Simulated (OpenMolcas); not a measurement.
CH4AlNO (SMILES C1[NH][AlH][O]1): methods side by side

The species is CH4AlNO (8 atoms), meant as a singlet with charge 0. As SMILES, `C1[NH][AlH][O]1`. The coordinates come from a PBE0-D4/def2-TZVP relaxation.

Quantity: the vertical energy of the triplet above the singlet, in eV. The values are calculated.

| level | kind | program | value (eV) |
| --- | --- | --- | --- |
| HF/def2-SVPD | Hartree–Fock | OpenMolcas | 4.32 |
| SVWN5/def2-SVPD | LDA | OpenMolcas | 4.95 |
| BLYP/def2-SVPD | GGA | OpenMolcas | 4.90 |
| revPBE/def2-SVPD | GGA | OpenMolcas | 4.78 |
| TPSS/def2-SVPD | meta-GGA | OpenMolcas | 4.85 |
| BHLYP/def2-SVPD | global hybrid | OpenMolcas | 5.00 |
| M06-2X/def2-SVPD | hybrid meta-GGA | OpenMolcas | 5.16 |
| PBE0/def2-SVPD | global hybrid | OpenMolcas | 4.90 |

The values span 4.32 to 5.16 eV.
